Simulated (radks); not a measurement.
Problem. The mean radii <r> (bohr) of the occupied orbitals of an atom or ion are listed with their occupations. Calculated with a radial shooting solver on a logarithmic mesh with Libxc functionals: Dirac Kohn-Sham, PBEsol, spin-unpolarised, spherical densities, point nucleus.

orbital  occ.      <r>
1s1/2       2  0.01744
2s1/2       2  0.07297
2p1/2       2  0.06018
2p3/2       4  0.06849
3s1/2       2   0.1900
3p1/2       2   0.1801
3p3/2       4   0.1954
3d3/2       4   0.1705
3d5/2       6   0.1752
4s1/2       2   0.4233
4p1/2       2   0.4267
4p3/2       4   0.4606
4d3/2       4   0.4720
4d5/2       6   0.4833
5s1/2       2   0.9786
5p1/2       2    1.065
4f5/2       6   0.5315
4f7/2       8   0.5393
5p3/2       4    1.165
5d3/2       4    1.681
5d5/2       3    1.762
6s1/2       2    2.892

Name the element and its charge. Open shells, if any, fill j = l - 1/2 first.

Solution. Z = 77, iridium, charge 0: Ir in [Xe] 4f14 5d7 6s2. The 1s radius gives Z: for a bare nucleus <r> = (2 gamma + 1)/(2Z) with gamma = sqrt(1 - (Z/c)^2), 0.01724 bohr for Z = 77, and screening makes it slightly larger (0.01744 here). The occupations add up to 77, and the charge is Z minus that.
